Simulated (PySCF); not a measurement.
Isomers of [C6H13OP2]+ (charge +1), one GFN2-xTB conformer each. Single-point energies are computed at PBE0/pcSseg-1 (PySCF, gas phase, no added dispersion term), electronic only.

| SMILES | GFN2-xTB relative energy (kcal/mol) |
| --- | --- |
| C[P+]1(P)CCC(=O)CC1 | 0.0 |
| CC[PH2+]C#CP(C)CO | 58.7 |

Conformers: `[CH3:1][P+:2]1([PH2:3])[CH2:4][CH2:5][C:6](=[O:7])[CH2:8][CH2:9]1` (charge +1) with C1–P2–P3–H 74° and 168°, C1–P2–C4–C5 -69°, P2–C4–C5–C6 -57°, C4–C5–C6–O7 -111°, C5–C6–C8–C9 -68°; `[CH3:1][CH2:2][PH2+:3][C:4]#[C:5][P:6]([CH3:7])[CH2:8][OH:9]` (charge +1) with C1–C2–P3–C4 -179°, C5–P6–C8–O9 48°, P6–C8–O9–H 170°.

Q: What does PBE0/pcSseg-1 give for the same structures?

A: 
```
             SMILES  PBE0/pcSseg-1 E (Eh)  PBE0/pcSseg-1 (kcal/mol)  GFN2-xTB (kcal/mol)  point group
C[P+]1(P)CCC(=O)CC1            -993.47806                       0.0                  0.0           C1
  CC[PH2+]C#CP(C)CO            -993.37574                      64.2                 58.7           C1
```

Both levels put the same isomer lowest. As drawn, the higher has an O–H bond, which the lower lacks.

Q: Which frontier levels and rotational constants go with these structures?

A: 
```csv
SMILES,"HOMO (eV, PBE0/pcSseg-1)",LUMO (eV),"A, B, C (MHz)"
C[P+]1(P)CCC(=O)CC1,-11.08,-5.03,"2123, 712.1, 703.0"
CC[PH2+]C#CP(C)CO,-10.64,-5.22,"2706, 398.1, 376.8"
```
